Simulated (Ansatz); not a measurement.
Ideal-gas functions of `[OH][Hf]([OH])([Cl])[Br]` at 500 K and 1 bar, from an Ansatz frequency run at PBE0-D4/def2-TZVP.

Molar mass 327.86 g/mol, point group Cs (symmetry number 1), electronic degeneracy 1, moments of inertia 268.111, 578.033, 670.155 u Å². Harmonic wavenumbers (cm⁻¹, unscaled): 80, 110, 138, 138, 146, 174, 237, 250, 270, 290, 373, 711, 734, 4013, 4016.

Use S(trans) = R[1.5 ln M + 2.5 ln T − 1.1517]; rotational temperatures θ = 24.2544 K / I; S(rot) = R[ln(√π/σ · √(T³/θAθBθC)) + 1.5]; for each mode x = 1.438777 ν̃/T, S = R[x/(eˣ − 1) − ln(1 − e⁻ˣ)] and H = RT x/(eˣ − 1); 1 cm⁻¹ = 0.0119627 kJ/mol; R = 8.31446 J/(mol·K).

Problem. By hand: the entropy, in J/(mol·K).

Solution. Translation 191.8. Rotation: θ = 0.0905, 0.042, 0.0362 K, giving 131.7. Vibration, mode by mode: 20.54, 17.91, 16.05, 16.05, 15.59, 14.15, 11.66, 11.23, 10.62, 10.06, 8.11, 3.68, 3.49, 0.00, 0.00, in all 159.1. Electronic 0.0. Sum 482.6 J/(mol·K).

Problem. By hand: H − E and G − E in kJ/mol, counted from the electronic energy.

Solution. Zero-point energy ½ × 11680 × 0.0119627 = 69.9; thermal vibration 36.5; translation, rotation and pV give 4 RT = 16.6. H − E = 123.0 kJ/mol, and G − E = 123.0 − 500 × 482.6/1000 = -118.3 kJ/mol.

Vibration gives 33 % of the entropy, 86.1 J/(mol·K) of it from the modes under 150 cm⁻¹: soft modes count most, and the harmonic formula is weakest for them. The sum counts one conformer and one mirror image; others add a mixing term.
